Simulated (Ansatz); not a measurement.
H$_{6}$O$_{7}$Si$_{2}$, charge -1, doublet, geometry from GFN2-xTB (a state made from the parent by changing its charge; the spin is typed, not shown lowest) (a gas-phase anion, which may not be bound at this level); Ansatz (an electronic-structure program) with R2SCAN/STO-3G.

Ansatz was given this input:
Ansatz 0.2 input:
```yaml
crystal:
  periodic: [false, false, false]
  atoms:
    - {symbol: O, position_ang: [2.75559159, 0.36519447, 0.51794556]}
    - {symbol: Si, position_ang: [1.26227498, -0.26258857, 0.26144375]}
    - {symbol: O, position_ang: [1.44514387, -1.60995694, -0.66316179]}
    - {symbol: O, position_ang: [0.66798058, -0.61110425, 1.74775740]}
    - {symbol: O, position_ang: [0.30807010, 0.77606306, -0.49096748]}
    - {symbol: Si, position_ang: [-1.36067091, 0.43686283, -0.65821033]}
    - {symbol: O, position_ang: [-1.79411410, 2.13196036, -0.50947530]}
    - {symbol: O, position_ang: [-1.19485495, -1.30943573, -1.01846952]}
    - {symbol: O, position_ang: [-1.89794818, 0.01764981, 0.92345541]}
    - {symbol: H, position_ang: [3.37339596, 0.08807722, -0.14903076]}
    - {symbol: H, position_ang: [0.57187403, -1.75915530, -1.07362047]}
    - {symbol: H, position_ang: [-0.29361179, -0.46460354, 1.70940774]}
    - {symbol: H, position_ang: [-1.07841442, 2.66063400, -0.14967129]}
    - {symbol: H, position_ang: [-1.30420585, -1.83958334, -0.22517351]}
    - {symbol: H, position_ang: [-2.21044649, 0.79182549, 1.38614574]}
basis:
  gaussian:
    orbitals: STO-3G
hamiltonian:
  xc: r2scan
total_charge: -1
magnetization: {spin_polarized: true, initial_magnetization: 1}
accuracy: high
```

Task: Write the output that Ansatz gives for this input, abridged.

Result: 
```
Functional definition: r2SCAN
1436 factors; integrals over basis functions are off by at most 3.2e-8 eV
mean field evaluation 1: about -29786.3117 eV, gradient 2.9e1 eV
mean field evaluation 2: about -29786.2125 eV, gradient 3.0e1 eV
mean field evaluation 4: about -29791.8798 eV, gradient 1.2e0 eV
mean field evaluation 8: about -29791.7835 eV, gradient 3.5e-2 eV
mean field evaluation 16: about -29791.7835 eV, gradient 6.6e-5 eV
mean field -29791.78348654 eV, -1094.8278495344 hartree, gradient 1.9e-8 eV, S^2 0.752174; 0 other end points of the search recorded, 0 dependent functions left out
reference -29791.78348782 eV, -1094.8278495811 hartree; 46, 45 occupied and 13, 14 virtual orbitals, 1436 factors
Total energy: -29791.78348782 eV, -1094.8278495811 hartree
```
